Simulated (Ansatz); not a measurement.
`ClB(Cl)B1CN1` + CH₃NH₂ → `CNB(Cl)Cl` + `B1CN1` at 700 K and 1 bar (cleavage of the B–B bond).

Computed with Ansatz on PBE0-D4/def2-TZVP structures; ΔE is electronic, products minus reactants. CCSD(T)/CBS is the MP2 limit (def2-TZVPP, def2-QZVPP) plus CCSD(T) − MP2 in def2-TZVPP, frozen cores. This one scheme is used for every species. Each species was taken in one conformer, which may not be the lowest.

```tsv
species	CCSD(T)/CBS energy (Eh)	H − E (kJ/mol)	S (J/(mol·K))
`ClB(Cl)B1CN1`	-1063.75794	213.0	478.7
CH₃NH₂	-95.75281	207.6	296.6
`CNB(Cl)Cl`	-1039.64309	230.6	433.5
`B1CN1`	-119.91915	185.9	321.1
```

H − E and S are ideal-gas, rigid-rotor, harmonic terms from PBE0-D4/def2-TZVP, for one conformer and one mirror image of each species. 1 Eh = 2625.50 kJ/mol, R = 8.31446 J/(mol·K).

Problem. By hand: ΔE, ΔH, ΔS and ΔG.

Solution. ΔE = (-1039.64309) + (-119.91915) − (-1063.75794) − (-95.75281) = -0.05149 Eh = -135.2 kJ/mol. Δ(H − E) = 230.6 + 185.9 − 213.0 − 207.6 = -4.1, so ΔH = -139.3 kJ/mol. ΔS = 433.5 + 321.1 − 478.7 − 296.6 = -20.7 J/(mol·K). ΔG = -139.3 − 700 × (-20.7)/1000 = -124.8 kJ/mol.

Problem. By hand: the equilibrium constant, and the temperature at which ΔG would vanish if ΔH and ΔS stayed fixed.

Solution. log₁₀ K = −ΔG/(RT ln 10) = 9.3. ΔG = 0 at ΔH/ΔS = 6729 K, far beyond where these terms or the molecules hold.

ΔH outweighs TΔS. A doubt of 5 kJ/mol in ΔE shifts log₁₀ K by 0.4 here. Other conformers and mirror images would add mixing entropy, several J/(mol·K) or more a flexible species. Modes under 60 cm⁻¹, often nearly free rotors, make the harmonic entropy too high. These are equilibria of isolated gas molecules and say nothing of rates. Largest T1 diagnostic: 0.014 (customary marks: 0.02 for closed shells, 0.045 for open ones).
